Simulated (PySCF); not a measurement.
Below is a simulated gas-phase Si 2p photoelectron spectrum of `NC(=O)[SiH2]O`.

Every computed line was given a Gaussian of 0.8 eV full width at half maximum and an area set by the number of equivalent atoms (split 2:1 within a doublet); the highest printed point is 100. The calculation used delta-SCF UKS SCAN, pcX-2 on the ionised atom, pcseg-1 elsewhere, spin-free X2C in PySCF.

(binding energy (eV), intensity): (106.3, 0), (106.4, 1), (106.5, 2), (106.6, 4), (106.7, 8), (106.8, 14), (106.9, 24), (107.0, 38), (107.1, 53), (107.2, 70), (107.3, 85), (107.4, 95), (107.5, 100), (107.6, 99), (107.7, 94), (107.8, 86), (107.9, 77), (108.0, 69), (108.1, 60), (108.2, 50), (108.3, 40), (108.4, 30), (108.5, 21), (108.6, 14), (108.7, 8), (108.8, 5), (108.9, 2), (109.0, 1), (109.1, 0), (109.2, 0)

Task: Count the maxima, the lines and the sites behind this envelope.

Result: The curve has 1 maximum (at 107.5 eV). Under it lie 2 lines from 1 inequivalent silicon site, drawn as a 2p3/2, 2p1/2 pair. At this width some lines have no maximum of their own.

Task: Decompose the envelope and assign each component. Numbering: `[NH2:1][C:2](=[O:3])[SiH2:4][OH:5]`.

Result: 
```json
{"position (eV)": "107.45", "relative area": "0.67", "line": "Si 2p3/2", "atoms": "Si4", "environment": "oxygen-bound silicon"}
{"position (eV)": "108.08", "relative area": "0.33", "line": "Si 2p1/2", "atoms": "Si4", "environment": "oxygen-bound silicon"}
```

Task: What are the centre and the root-mean-square width of the whole band?

Result: The area-weighted mean of the lines is 107.66 eV. Their own spread about it is 0.29 eV (rms) and each Gaussian has σ = 0.8/2.355 = 0.34 eV; the variances add, which gives 0.45 eV.

The curve has no shake-up lines and no vibrational structure. The 2p values add to the ΔSCF energy of one spin-free hole a correction within the shell (spin–orbit coupling, ligand field). 2p1/2 minus 2p3/2 (ligand field included): Si 0.62 eV. One conformer (not necessarily the lowest) at the GFN2-xTB geometry, without solvent, vibrations or thermal averaging.

Conformer computed: `[NH2:1][C:2](=[O:3])[SiH2:4][OH:5]`: N1–C2–Si4–O5 180°, H–N1–C2–O3 0°, H–N1–C2–O3 180°, H–O5–Si4–C2 0°.
